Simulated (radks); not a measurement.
Results of a calculation; reference values are marked as such.
Question: Valence configurations of Dy (all share [Xe]). Level of theory: Dirac Kohn-Sham, LDA (Slater exchange, Perdew-Wang correlation), spin-unpolarised, spherical densities, finite nucleus; open shells fill j = l - 1/2 first; Fermi nuclear charge, rms radius 5.2218 fm (a radial shooting solver on a logarithmic mesh with Libxc functionals). Order these by energy: 4f9.5 5d0.5 6s2; 4f10 6s1 6p1; 4f9 6s2 6p1; 4f10 6s2; 4f10 5d0.5 6s1.5; 4f9.5 5d0.5 6s1 6p1; 4f9 5d1 6s1 6p1; 4f8.5 5d1 6s2 6p0.5; 4f9 5d1 6s2.

Answer: From the lowest, in eV above it: 4f10 6s2 0.000; 4f9.5 5d0.5 6s2 1.237; 4f10 5d0.5 6s1.5 1.247; 4f10 6s1 6p1 2.588; 4f9 5d1 6s2 3.663; 4f9.5 5d0.5 6s1 6p1 3.976; 4f9 6s2 6p1 5.279; 4f9 5d1 6s1 6p1 6.532; 4f8.5 5d1 6s2 6p0.5 8.291. NIST lists [Xe] 4f10 6s2 as the ground configuration; this level of theory agrees among the configurations tried. The energies are those of spherical spin-averaged densities, not of single terms. No valid solution was reached for [Xe] 4f11 6s1.
